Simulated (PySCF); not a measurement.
Mo(NH)2Cl2 (singlet state).
Cartesian coordinates in Å at the PBE0-D3(BJ)/def2-SVP level; atoms count from 1:
```xyz
7
Cl2H2MoN2 angstrom
Mo    -0.381    0.006   -0.298
N     -0.415   -0.088    1.409
H      0.021   -0.139    2.329
N      1.250    0.001   -0.804
H      2.258   -0.023   -0.655
Cl    -1.278    2.016   -0.909
Cl    -1.363   -1.875   -1.140
```

The calculation used PBE0-D3(BJ)/def2-SVP geometry optimisation, gas phase, def2 core potentials past Kr in PySCF 2.14.0.

**Question.** Which atoms are bound to Mo1, and at what distances?

**Answer.** 4 atoms: N4 1.707 Å, N2 1.710 Å, Cl7 2.283 Å, Cl6 2.284 Å. The nearest atom not counted as bound is H3, at 2.66 Å (others tie with it).

**Question.** List the angles at Mo1.

**Answer.** 
| angle | degrees | distance of the outer atoms (Å) |
| --- | --- | --- |
| Cl6–Mo1–Cl7 | 117.2 | 3.90 |
| N2–Mo1–N4 | 108.3 | 2.77 |
| N2–Mo1–Cl7 | 108.3 | 3.25 |
| N2–Mo1–Cl6 | 107.9 | 3.25 |
| N4–Mo1–Cl7 | 107.4 | 3.23 |
| N4–Mo1–Cl6 | 107.4 | 3.23 |

**Question.** What is the shape at Mo1?

**Answer.** Distorted tetrahedral: angles from 107.4° to 117.2°; τ4 = (360° − α − β)/141° = 0.95 with α and β the two widest (0 for a square, 1 for a tetrahedron). Differences among atoms that C2v makes equivalent are scatter left by the optimiser.

**Question.** What are the other bond lengths?

**Answer.** N2–H3, N4–H5 1.020 Å.

**Question.** What are the rotational constants (commonest isotopes, rigid rotor)?

**Answer.** A = 2783, B = 1547, C = 1307 MHz: an asymmetric top.

Point group: C2v (every atom within 0.08 Å of its image). Charge 0, singlet. PBE0-D3(BJ)/def2-SVP frequencies: not computed here.
